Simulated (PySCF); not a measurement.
Working out the ionisation energy of Ge

Ge [Ar] 3d10 4s2 4p2 (3P) → Ge+ [Ar] 3d10 4s2 4p1 (2P). Computed with PySCF 2.14 in aug-cc-pVQZ-DK, with scalar relativity by spin-free X2C-1e. Frozen: [Ar] 3d10. Energies in hartree (1 hartree = 27.21139 eV):

| part | Ge (lower) | Ge+ (upper) |
| --- | --- | --- |
| UHF | -2097.056854 | -2096.784841 |
| MP2 opposite-spin | -0.044426 | -0.037001 |
| MP2 same-spin | -0.009146 | -0.002648 |

Problem. What does Hartree-Fock give?

Solution. (-2096.784841) − (-2097.056854) = 0.272013 hartree = 7.402 eV.

Problem. What do MP2 and SCS-MP2 (6/5 opposite-spin, 1/3 same-spin) give?

Solution. The opposite-spin parts differ by 0.202 eV and the same-spin parts by 0.177 eV. MP2: 7.402 + (0.202) + (0.177) = 7.781 eV. SCS-MP2: 7.402 + 1.2 × (0.202) + (0.177)/3 = 7.703 eV.

Measured between the centres of the two terms (NIST): 7.925 eV, so MP2 (valence) is off by -0.144 eV.

What remains against the reference includes basis incompleteness, the frozen core and correlation beyond second order.
